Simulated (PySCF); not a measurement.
Sn⁴⁶⁺: ionisation energy

Sn⁴⁶⁺ [He] 2s2 (1S) → Sn⁴⁷⁺ [He] 2s1 (2S), as a difference of total energies. Calculation: PySCF 2.14, in an even-tempered Gaussian basis (17 s from 23 bohr⁻², ratio 2.2; 8 p from 34 bohr⁻², ratio 2.4; 5 d from 100 bohr⁻², ratio 2.4; 5 f from 160 bohr⁻², ratio 2.4; 4 g from 230 bohr⁻², ratio 2.4); no relativity, point nucleus. Correlated levels: nothing frozen; virtual orbitals above 40 to 60 times the deepest correlated orbital energy dropped. The calculations carry no spin-orbit coupling.

| method | ionisation energy (eV) |
| --- | --- |
| UHF | 7770.0 |
| LDA | 7766.3 |
| PBE | 7775.2 |
| PBE0 | 7774.3 |
| PBEsol | 7770.4 |
| MP2 (all electrons) | 7778.8 |
| SCS-MP2 (all electrons) | 7780.5 |

Estimate what r2SCAN gives.

7768.4 eV, closest to UHF among the rows shown.

Estimate what B97-3 gives.

7773.1 eV, closest to PBE0 among the rows shown.

The gap to the reference is mostly relativistic.

For comparison: 8103 ± 7 eV (semi-empirical (NIST evaluation); NIST Atomic Spectra Database, ionization energies).
